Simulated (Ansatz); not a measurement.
Geometry optimisation, Ansatz, DFT PBE, scalar-relativistic, plane waves, PAW.

Input:

```yaml
crystal:
  lattice:
    - [0.0, 5.43, 5.43]
    - [5.43, 0.0, 5.43]
    - [5.43, 5.43, 0.0]
  atoms:
    - { symbol: Si, position: [0.0, 0.0, 0.0] }
    - { symbol: Si, position: [0.125, 0.125, 0.125] }
    - { symbol: Si, position: [0.0, 0.0, 0.5] }
    - { symbol: Si, position: [0.125, 0.125, 0.625] }
    - { symbol: Si, position: [0.0, 0.5, 0.0] }
    - { symbol: Si, position: [0.125, 0.625, 0.125] }
    - { symbol: Si, position: [0.0, 0.5, 0.5] }
    - { symbol: Si, position: [0.125, 0.625, 0.625] }
    - { symbol: Si, position: [0.5, 0.0, 0.0] }
    - { symbol: Si, position: [0.625, 0.125, 0.125] }
    - { symbol: Si, position: [0.5, 0.0, 0.5] }
    - { symbol: Si, position: [0.625, 0.125, 0.625] }
    - { symbol: Si, position: [0.5, 0.5, 0.0] }
    - { symbol: Si, position: [0.625, 0.625, 0.125] }
    - { symbol: Si, position: [0.5, 0.5, 0.5] }
    - { symbol: Si, position: [0.625, 0.625, 0.625] }
    - { symbol: Si, position: [0.8756242, 0.8762505, 0.8725662] }
basis:
  ecutwfc: 420.0
kpoints:
  mp_grid: { grid: [2, 2, 2] }
hamiltonian:
  xc: pbe
  pseudopotentials: { kind: paw, azcp: { folder: soft_1 } }
scf:
  occupations: { method: fermi_dirac, width: 0.02 }
  lower_state_search: "off"
relax:
  f_tol: 0.03
  max_steps: 60
  adjacent_minimum: "off"
```

Launched with:

```bash
$ ansatz run input.yaml --threads 1 --pin off --max-ram 3072MiB --backend cpu --events-out ev --progress --plain --runs-dir out
```

Question: Where does it end, and by what steps?

Answer: The run converged. The force dipped under the threshold on the way, but the program's further checks kept it going. Limits of this set-up: a small cell, in which the defect meets its images. After 3 steps the energy has fallen by 0.122 eV; Si3 moved furthest, 0.05 Å.

```csv
step,energy less start (eV),largest force component (eV/Å),accepted
0,0.0000,0.561,yes
1,-0.1099,0.187,yes
2,-0.1216,0.019,yes
3,-0.1216,0.019,yes
```

```xyz
17
Lattice="0.0000 5.4300 5.4300 5.4300 0.0000 5.4300 5.4300 5.4300 0.0000" Properties=species:S:1:pos:R:3
Si 0.023 0.023 0.023
Si 1.356 1.355 1.361
Si 2.689 2.689 0.026
Si 4.072 4.072 1.391
Si 2.693 0.022 2.693
Si 4.073 1.391 4.072
Si 5.434 2.711 2.711
Si 6.754 4.072 4.073
Si 0.023 2.692 2.692
Si 1.391 4.073 4.072
Si 2.711 5.434 2.711
Si 4.072 6.754 4.073
Si 2.712 2.712 5.433
Si 4.073 4.073 6.754
Si 5.434 5.434 5.434
Si 6.788 6.788 6.787
Si 9.500 9.499 9.506
```

Time of the run: 15 s on 1 thread of Arm Neoverse V2, on a shared host, peak memory 0.49 GiB.
